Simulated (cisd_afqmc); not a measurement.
Input (AFQMC/CISD/def2-SVP; cisd_afqmc is a phaseless AFQMC code with CISD trial states that reads the integrals written by Ansatz):

Ansatz 0.2 input:
```python
import cisd_afqmc

open("ham.yaml", "w").write("""\
crystal:
  periodic: [false, false, false]
  atoms:
    - {symbol: I, position_ang: [0.00000000, 0.00000000, 0.00000000]}
basis:
  gaussian:
    orbitals: def2-SVP
magnetization: {spin_polarized: true, initial_magnetization: 1}
correlation: {method: ccsd, electrons: outside_noble_gas, hamiltonian_folder: ham}
scf: {lower_state_search: full}
""")
rep = cisd_afqmc.ansatz("ham.yaml")
e_ccsd = rep["correlation"]["coupled_cluster"]["energy"]["hartree"]
out = cisd_afqmc.run("ham", e_ccsd, trial="CISD", walkers=200, populations=8, threads=8, dt=0.005, steps=40, early=36, settle=10, least=32,
    cut=5e-5, rank_cut=2e-4, target=0.0004, seconds=1500, seed=1, memory=12960, gpu=False)
```

Output:

```
orbitals 17, occupied [4, 3], factors 79 of 145, rank of the doubles 60 of 94
E(HF) = -296.649606
E(CCSD) on the cut factors = -296.740089, shift to the whole factors 0.000013
Energy of the trial state on the determinant = -296.739918
  tau behind 10.8 of longer steps, mean of the populations' last blocks
   2.0  -296.74103
   4.0  -296.74136
   6.0  -296.74102
   8.0  -296.74091
blocks 333 (8 outliers left out), error by blocks joined: 1: 0.00003, 2: 0.00003, 4: 0.00004, 8: 0.00005, 16: 0.00005
E(AFQMC/CISD) = -296.74096 +/- 0.00005
```
